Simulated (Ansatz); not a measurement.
Born–Oppenheimer molecular dynamics of Ge₂H₈O₃S (14 atoms, charge 0, multiplicity 1). It starts at the highest image of a converged band. Of that band: Neighbouring images differ by up to 1.9 eV, so the band resolves the path poorly. A vibrational analysis at the climbing image gives one clearly imaginary mode, 912i cm⁻¹: a first-order saddle point.

Level of theory: RKS PBE/def2-SVP in Ansatz.

* ensemble: NVE (velocity Verlet)
* time step: 0.5 fs
* steps asked: 200
* starting velocities drawn for: 300 K
* seed: 6878

First frame:

```xyz
14
Properties=species:S:1:pos:R:3
Ge 0.305 0.367 0.092
Ge -0.055 -0.025 2.897
H -1.494 -0.617 2.791
H 0.941 -1.191 3.139
H -0.057 0.876 4.171
O 1.897 -0.015 -0.642
H 1.901 -0.983 -0.795
O -1.047 1.170 -0.780
H -1.620 0.455 -1.128
O -0.264 -1.378 0.121
H -1.072 -1.503 0.655
S 1.129 2.599 0.730
H 2.387 2.087 0.852
H 0.557 1.390 1.827
```

(1) What does the run give?

(2) What happens to the structure?

(3) How do temperature and energy run in time?

Results:

(1) The run went to its last step.

```yaml
steps_done: 200
time_covered: 100 fs
mean_temperature_over_the_second_half: 1015 K
spread_of_the_potential_energy_over_the_second_half: 7.3 meV per atom
mean_potential_energy_of_the_second_half_above_the_start: -79.2 meV per atom
```

The conserved energy stayed within 0.13 meV per atom of its start (net change 0.0094 meV per atom), so the integration is sound. The kinetic energy rose, since the run started high on the potential surface and went downhill. It ends in pieces (Ge2H6O3 + H2S), so much of that is their flight and rotation, not heat. A run of 0.1 ps of so small a system gives no equilibrium averages. The orbitals stay closed-shell, which can raise the energy where a bond breaks towards radicals; this wasn't checked here.

(2) Between its relaxed ends the band would form Ge1–S12, Ge2–H14 and break Ge1–Ge2, S12–H14. These pairs go: Ge1–S12 2.46 → 4.16 Å, Ge2–H14 1.88 → 5.10 Å, Ge1–Ge2 2.85 → 2.39 Å, S12–H14 1.73 → 1.40 Å. In the last frame they stand as before the step (other bonds may differ from the relaxed reactants and products). It ends as Ge2H6O3 + H2S. Pairs count as bonded within 1.25 times the sum of covalent radii (0.12 Å more for H–H). Another seed would give other details.

(3) 
```tsv
time (fs)	T (K)	potential energy less start (eV)	conserved less start (meV/atom)
0	300	0.000	0.00
3	235	0.102	0.10
6	221	0.123	0.05
9	191	0.170	0.06
12	232	0.106	0.08
15	311	-0.016	0.05
18	405	-0.162	0.04
21	517	-0.336	0.04
24	566	-0.411	0.06
27	667	-0.569	0.03
30	775	-0.736	0.04
33	843	-0.841	0.05
36	870	-0.883	0.02
39	875	-0.891	0.07
42	959	-1.022	0.01
45	947	-1.003	0.07
48	988	-1.066	0.04
51	997	-1.080	0.07
54	1077	-1.205	0.01
57	1063	-1.183	0.08
60	1102	-1.243	0.00
63	1075	-1.202	0.04
66	1071	-1.195	0.07
69	1091	-1.226	0.02
72	1085	-1.218	0.01
75	1054	-1.169	0.05
78	1003	-1.089	0.07
81	1010	-1.102	-0.03
84	903	-0.934	0.11
87	946	-1.002	0.02
90	906	-0.939	0.07
93	960	-1.023	0.01
96	927	-0.971	0.10
99	982	-1.059	-0.01
```

The run took 4.8 min on 4 threads of Intel(R) Xeon(R) Platinum 8488C (Sapphire Rapids), on a shared host, peak memory 0.3 GiB.
